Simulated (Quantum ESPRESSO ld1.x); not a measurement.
Question: The table gives one normalised radial function P(r) = r R(r) (large component) of Mg6+ in [He] 2s2 2p2 (r in bohr). All-electron calculation, Dirac Kohn-Sham, LDA (Slater exchange, Perdew-Zunger correlation), spin-unpolarised, spherical densities, point nucleus; open shells fill j = l - 1/2 first. Program: ld1.x of Quantum ESPRESSO 7.5.

r         P
0.01016  0.0065
0.01232  0.0094
0.01504  0.0138
0.01837  0.0202
0.02226  0.0290
0.02719  0.0420
0.03321  0.0604
0.04024  0.0851
0.04915  0.1206
0.06003  0.1690
0.07274  0.2308
0.08884  0.3147
0.1076   0.4164
0.1315   0.5458
0.1606   0.6971
0.1946   0.8567
0.2377   1.0247
0.2903   1.1743
0.3517   1.2760
0.4296   1.3113
0.5247   1.2540
0.6358   1.1084
0.7765   0.8817
0.9409   0.6306
1.149    0.3843
1.404    0.1956
1.701    0.0832
2.077    0.0263

Which n and l does it have? It may be an empty orbital.

Answer: n = 2, l = 1: the number of nodes gives n - l - 1 = 0, the rise at small r points to l (this Dirac orbital starts as r^gamma with gamma = sqrt((l + 1)^2 - (Z/c)^2) = 2.00; the j = 3/2 orbital of l + 1 starts with the same power, but with a smaller coefficient, and then steepens), and the extent must fit the shell. The curve is that of 2p3/2; the two j differ most near the nucleus, where j = l - 1/2 has the larger amplitude, and in heavy atoms j = l - 1/2 is also the more compact. 2p3/2 (empty): eigenvalue -202.37 eV, 0 radial nodes, <r> = 0.549 bohr, 90 % of the charge inside 0.897 bohr.
